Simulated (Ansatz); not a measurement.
Consider the ligand exchange at the In–S bond: `[OH][InH][SH]` + CH₃NH₂ → `C[NH][InH][OH]` + H₂S.

Program: Ansatz. Geometries: PBE0-D4/def2-TZVP. ΔE: electronic, gas phase. CBS: MP2 limit from def2 TZ/QZ plus the TZ coupled-cluster correction, frozen cores. This one scheme is used for every species. Functionals use def2-TZVPP. B3LYP here is the variant with VWN-RPA as its local correlation; programs differ in this. Elements past krypton have def2 core potentials. For In outer-core shells are correlated without core-valence functions, which leaves a few kJ/mol of doubt a bond. Each species was taken in one conformer, which may not be the lowest.

(1) Is it downhill or uphill in electronic energy at CCSD(T)/CBS, and by how much? (Estimate.)

(2) What do these levels give: r2SCAN-D4, PBE0-D4, B3LYP-D4, B2PLYP, r2SCAN, PBE0, B3LYP, HF/def2-TZVPP, MP2/def2-TZVPP, SCS-MP2/def2-QZVPP, HF/CBS(def2), MP2/CBS(def2)? (Estimate.)

Largest T1 diagnostic among the species: 0.016.

## Answers

(1) Computed: Uphill: ΔE = +81.2 kJ/mol.

(2) The calculation gave: r2SCAN-D4 89.6, PBE0-D4 91.6, B3LYP-D4 85.5, B2PLYP 85.5, r2SCAN 90.4, PBE0 93.5, B3LYP 88.7, HF/def2-TZVPP 97.2, MP2/def2-TZVPP 82.1, SCS-MP2/def2-QZVPP 81.0, HF/CBS(def2) 95.9, MP2/CBS(def2) 82.5 kJ/mol.

In def2-TZVPP, CCSD(T) changes the Hartree–Fock value by −16.4 kJ/mol (the triples alone add −1.4 kJ/mol) and MP2 by −15.1 kJ/mol. The D4 term adds −3.2 kJ/mol with B3LYP and −1.9 kJ/mol with PBE0; it sums over pairs of atoms, weighted by their polarisabilities, and B3LYP, whose exchange is more repulsive, gets the larger term.
